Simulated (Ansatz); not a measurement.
```yaml
crystal:
  periodic: [false, false, false]
  atoms:
    - {symbol: Cs, position_ang: [-3.233972, -0.472949, 0.900128]}
    - {symbol: Cs, position_ang: [0.553781, -0.871796, -2.014949]}
    - {symbol: Cs, position_ang: [1.244443, 1.135555, 1.512970]}
    - {symbol: Cl, position_ang: [-0.385776, -1.826573, 1.099638]}
    - {symbol: Cl, position_ang: [-1.360987, 1.573296, -0.611927]}
    - {symbol: Cl, position_ang: [3.182503, 0.462476, -0.885849]}
basis:
  gaussian: {orbitals: def2-SVPD}
total_charge: 1
magnetization: {spin_polarized: true, initial_magnetization: 1}
hamiltonian: {xc: {name: RPBE}, dispersion: d4}
scf: {omitted_lower_state_checks: [starts]}
```

```sh
$ ansatz run in.yaml --threads 4 --pin off --events-out ev --progress --plain --max-ram 3916MiB
```

Shortened log:

```
Functional definition: RPBE
1677 factors; their error is unknown
mean field evaluation 1: about -39192.1631 eV, gradient 3.9e1 eV
mean field evaluation 2: about -39090.6861 eV, gradient 1.2e2 eV
mean field evaluation 4: about -39198.0387 eV, gradient 2.5e1 eV
mean field evaluation 8: about -39200.9272 eV, gradient 1.1e1 eV
mean field evaluation 16: about -39202.9779 eV, gradient 2.6e-1 eV
mean field -39202.93471474 eV, -1440.6812780633 hartree, gradient 2.4e-6 eV, S^2 0.751297; 0 other end points of the search recorded, 0 dependent functions left out
reference -39202.93478089 eV, -1440.6812804940 hartree; 39, 38 occupied and 123, 124 virtual orbitals, 1677 factors
Total energy: -39203.37284871 eV, -1440.6973791895 hartree
Checks for a lower state left out: starts
```

Hardware: 4 threads of Arm Neoverse V1 on a shared host. Wall time 31 s, peak host memory 0.64 GiB.

In the def2 sets Cs takes a core potential; there is no spin–orbit coupling.
